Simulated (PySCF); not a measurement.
Spectrum to structure. Method: PySCF 2.14.0, density-fitted response routines, TDDFT CAM-B3LYP/def2-SVPD, vertical, gas phase, core orbitals frozen in the response. Geometries: PBE0-D3(BJ)/def2-SVP, one conformer each.

```csv
state,λ (nm),f
S1,318.0,0.0004
S2,292.0,0.165
S3,255.2,0.0077
S4,238.2,0.293
S5,208.0,0.092
S6,204.3,0.137
```

Task: Which structure fits? All have the formula C8H7NO.
A. `Cc1nc2ccccc2o1`
B. `c1(O)cccc2c1[nH]cc2`
C. `C=Nc1ccc(C=O)cc1`

Result: C. Its S1, at 3.90 eV, is the lowest among the candidates; the nearest of the others has S1 at 4.96 eV. S1 is HOMO-1→LUMO (73%), HOMO-1→LUMO+1 (11%). Löwdin shares by element: HOMO carbon 41% or more, nitrogen 21% (atoms not listed hold the other 38%); LUMO carbon 37% or more, oxygen 13% (atoms not listed hold the other 50%). At the same level the other candidates give, for their lowest levels:
- `Cc1nc2ccccc2o1`: 239 nm (f 0.082); 219 nm (f 0.172); 197 nm (f 0.001); 190 nm (f 0.357); 183 nm (f 0.000); HOMO -8.02, LUMO 0.22 eV
- `Oc1cccc2cc[nH]c12`: 250 nm (f 0.063); 240 nm (f 0.064); 231 nm (f 0.000); 207 nm (f 0.001); 201 nm (f 0.005); HOMO -6.91, LUMO 0.83 eV

Shape of the structure used: `[CH2:1]=[N:2][c:3]1[cH:4][cH:5][c:6]([CH:7]=[O:8])[cH:9][cH:10]1`: C1–N2–C3–C4 -48°, C5–C6–C7–O8 0°.
